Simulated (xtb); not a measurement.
F5Sb, singlet, geometry from GFN2-xTB. Base run: GFN2-xTB run with xtb.

xtb was given this input:
```
$ xtb mol.xyz --gfn 2 --json

# file mol.xyz
6

Sb    -0.00538098    -0.01804812    -0.00232090
F      1.27108124    -0.77244999     1.17556001
F     -1.28766979     0.72948715    -1.17818027
F      0.23534493     1.68191679     0.82082326
F      1.08319346    -0.49526191    -1.49023129
F     -1.32250323    -1.22629968     0.65862935
```

Each row names what was changed in the base input (with any setting that the change needs).

| change | ΔE vs base (mEh) | HOMO-LUMO gap (eV) | dipole (D) | G_solv (kcal/mol) | SCF cycles |
|---|---|---|---|---|---|
| base | 0.000 | 6.34 | 0.01 | - | 11 |
| gbsa = thf | ? | 6.34 | 0.01 | ? | 10 |
| alpb = hexane | -0.247 | 6.34 | 0.01 | -0.17 | 11 |
| etemp = 1000 | 0.000 | 6.34 | 0.01 | - | 11 |
| alpb = toluene | -1.329 | 6.34 | 0.01 | -0.83 | 11 |
| alpb = benzene | -0.801 | 6.34 | 0.01 | -0.50 | 11 |
| acc = 30 | 0.000 | 6.34 | 0.01 | - | 8 |

Task: What belongs in the gaps?

Result: 
- gbsa = thf, ΔE vs base (mEh): 1.953
- gbsa = thf, G_solv (kcal/mol): 1.22

ALPB and GBSA are two models with their own fitted parameters for each solvent, which aren't always the measured dielectric constant.
